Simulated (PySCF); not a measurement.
C2H5S, SMILES CC[S], multiplicity 2. Atoms are numbered in the order given.

```xyz
8

C     -0.3324    -1.6251     0.0000
C      0.6155    -0.4324     0.0000
S     -0.1599     1.1895     0.0000
H     -0.9795    -1.6100     0.8874
H      0.2324    -2.5707     0.0000
H     -0.9795    -1.6100    -0.8874
H      1.2935    -0.4476     0.8730
H      1.2935    -0.4476    -0.8730
```
Charge 0, spin multiplicity 2.

Geometry optimised at PBE-D3(BJ)/def2-TZVP. The isomer is the one that the SMILES or the coordinates give; other isomers of the formula were not compared.

Computed with TDA-CAM-B3LYP/def2-SVPD in PySCF.

Vertical excitations. 

Computed UV-visible absorptions:
| state | energy (eV) | λ (nm) | f | main pairs |
|---|---|---|---|---|
| root 1 | 0.14 | 9107 | 0.000 | β HOMO→LUMO 99 % |
| root 2 | 3.59 | 345 | 0.003 | β HOMO−1→LUMO 93 % |
| root 3 | 5.60 | 221 | 0.018 | β HOMO−2→LUMO 96 % |
| root 4 | 5.68 | 218 | 0.000 | α HOMO→LUMO 15 %, α HOMO→LUMO+1 11 %, β HOMO→LUMO+1 29 %, β HOMO→LUMO+2 19 %, β HOMO→LUMO+7 6 % |
| root 5 | 6.18 | 200 | 0.023 | α HOMO→LUMO 19 %, α HOMO→LUMO+1 15 %, β HOMO→LUMO+1 52 % |
| root 6 | 6.28 | 198 | 0.000 | β HOMO−3→LUMO 93 % |
| root 7 | 6.31 | 196 | 0.003 | α HOMO→LUMO 33 %, β HOMO→LUMO+2 51 % |
| root 8 | 6.68 | 186 | 0.065 | α HOMO→LUMO+1 59 %, α HOMO→LUMO 16 %, β HOMO→LUMO+2 13 % |
| root 9 | 7.03 | 176 | 0.000 | α HOMO−1→LUMO 55 %, α HOMO−1→LUMO+1 21 % |
| root 10 | 7.14 | 174 | 0.001 | β HOMO→LUMO+4 93 % |
Unrestricted roots are not spin-pure.
